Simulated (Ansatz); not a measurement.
Ge(OH)2Cl2 (GeCl2O2H2). Total charge 0; singlet. Geometry PBE0-D4/def2-SVP.

Cartesian coordinates in Å:
```
Ge 0.0571 0.0989 0.0388
O 0.7047 -1.5153 -0.0802
H 1.4394 -1.6699 0.5252
O -1.5894 -0.0179 -0.5223
H -1.9306 0.8188 -0.8594
Cl 1.1392 1.5003 -1.1659
Cl 0.1797 0.7852 2.0637
```

The 6-31G sets use Cartesian d functions. LC-ωPBE has ω = 0.4 bohr⁻¹. B3LYP takes the VWN-RPA correlation.

(1) Estimate the orbital energies around the gap (eV) in Ansatz with HF/6-31G, HF/def2-TZVP, PBE-D4/def2-SVP, B3LYP-D4/def2-TZVP, LC-ωPBE/def2-TZVP.

Results:

(1) 
```
orbital  HF/6-31G  HF/def2-TZVP  PBE-D4/def2-SVP  B3LYP-D4/def2-TZVP  LC-ωPBE/def2-TZVP
 HOMO−9    -18.52        -18.06           -11.91              -13.51             -16.91
 HOMO−8    -16.65        -16.22           -10.35              -11.79             -15.13
 HOMO−7    -16.27        -15.88            -9.55              -11.25             -14.61
 HOMO−6    -15.39        -15.09            -8.96              -10.61             -13.86
 HOMO−5    -14.89        -14.64            -8.21               -9.91             -13.21
 HOMO−4    -14.04        -13.81            -8.16               -9.63             -12.80
 HOMO−3    -13.83        -13.50            -8.06               -9.62             -12.70
 HOMO−2    -13.73        -13.30            -7.88               -9.41             -12.58
 HOMO−1    -13.63        -13.13            -7.61               -9.21             -12.40
   HOMO    -13.31        -12.83            -7.53               -9.06             -12.23
   LUMO      1.65          2.65            -1.89               -1.56               1.12
 LUMO+1      3.56          3.70             0.24                0.34               2.85
 LUMO+2      4.41          4.02             0.39                0.40               2.97
 LUMO+3      4.64          5.48             1.21                1.45               4.09
 LUMO+4      5.18          5.73             2.02                2.02               4.55
 LUMO+5      7.12          5.74             2.12                2.06               4.57
```
